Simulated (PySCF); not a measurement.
C₄H₉O, SMILES CC([CH2])(O)C, multiplicity 2. Atoms are numbered in the order given.

```xyz
14

C      0.6088     1.1581     0.7972
C      0.0075     0.0407     0.0044
C     -1.1841    -0.5727     0.7413
C      1.0575    -1.0285    -0.2992
O     -0.4042     0.5215    -1.2684
H      1.2751     1.8603     0.2885
H      0.5492     1.1837     1.8881
H     -0.8828    -1.0000     1.7099
H     -1.6324    -1.3685     0.1289
H     -1.9549     0.1905     0.9354
H      0.6107    -1.8137    -0.9289
H      1.8979    -0.5831    -0.8505
H      1.4387    -1.4852     0.6252
H     -1.0057     1.2581    -1.1117
```
Charge 0, spin multiplicity 2.

Geometry optimised at PBE0-D3(BJ)/def2-SVP. The isomer is the one that the SMILES or the coordinates give; other isomers of the formula were not compared. One conformer was computed; it need not be the lowest.

Computed with PySCF with B3LYP/def2-TZVP.

The molecule is in vacuum.

Computed frontier levels, dipole moment and polarisability:
The α spin, highest occupied and lowest empty level is -6.01 and 0.69 eV and the β spin, highest occupied and lowest empty level is -7.67 and -2.04 eV. The dipole moment is 1.39 D, the quadrupole, principal values (traceless, Buckingham form, about the centre of nuclear charge) comes out as -3.53, 0.04, 3.49 D·Å and the mean static polarisability comes out as 54.7 bohr³ (8.10 Å³). The polarisability, principal values is 52.6, 54.8, 56.6 bohr³ and the ⟨S²⟩ is 0.754 (pure state 0.75).
